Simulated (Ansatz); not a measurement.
The cluster Ti₃F₂⁺. Charge 1, multiplicity 2. Geometry PBE0-D4/def2-SVP, that of the neutral singlet; atoms count from 1.

Cartesian coordinates in Å:
```
Ti -1.4966 -0.0250 0.0279
Ti 1.2676 0.5798 -0.5113
Ti -0.4584 1.1615 -1.0146
F -1.8856 -1.3521 1.1896
F 2.5731 -0.3642 0.3084
```

The charge 1 doublet is spin-contaminated (final ⟨S²⟩ up to 1.12, 0.75 for a pure state). The structure comes from a short search, and lower isomers may exist.

Problem. Estimate the Mulliken populations from the PBE0/def2-TZVP orbitals of Ansatz.

Solution. 
```
atom  charge (e)  spin (α − β)  d electrons
 Ti1        0.72         -0.25         2.49
 Ti2        0.85          0.78         2.52
 Ti3        0.29          0.47         3.26
  F4       -0.43         -0.01            –
  F5       -0.43          0.01            –
```
Mulliken values depend strongly on the basis.

Problem. Where does the spin sit?

Solution. Summed by element: Ti 1.00, F 0.00, of 1 unpaired in all. Largest on single atoms: Ti2 0.78, Ti3 0.47, Ti1 -0.25.

Problem. And the Mayer bond orders between heavy atoms (over 0.3)?

Solution. Ti1–Ti2 0.69 (2.88 Å); Ti1–Ti3 2.29 (1.89 Å); Ti1–F4 0.98 (1.81 Å); Ti2–Ti3 2.13 (1.89 Å); Ti2–F5 0.95 (1.81 Å).
